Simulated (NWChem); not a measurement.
CH$_{5}$F$_{2}$NOSi; SMILES F[Si](N)(F)OC

```xyz
11

C     -0.0309    -2.2797    -0.1364
O      0.6579    -1.0954     0.1741
Si     0.0653     0.4155     0.0232
N     -1.4490     0.5902     0.7630
F      1.2289     1.3614     0.6013
F     -0.1350     0.8519    -1.5135
H     -1.1029    -2.2112     0.1174
H      0.0577    -2.5187    -1.2096
H      0.4126    -3.1069     0.4375
H     -2.1087     1.2819     0.4281
H     -1.5886     0.3721     1.7419
```
Atoms are numbered in this order, from 1.

All runs: NWChem. Coordinates come from a PBE0/def2-SVP optimisation. Level: PBE0/def2-SVP with SMD (1 M gas to 1 M solution), gas-phase geometry. Reactions with the solvent are ignored.

Problem. What does the run give for solvent water? Quantities: solvation free energy (kcal/mol); cavity-dispersion-structure term (kcal/mol); dipole in solution (D).

Solution. 
```yaml
solvation free energy (kcal/mol): -3.6
cavity-dispersion-structure term (kcal/mol): 4.6
dipole in solution (D): 4.06
```
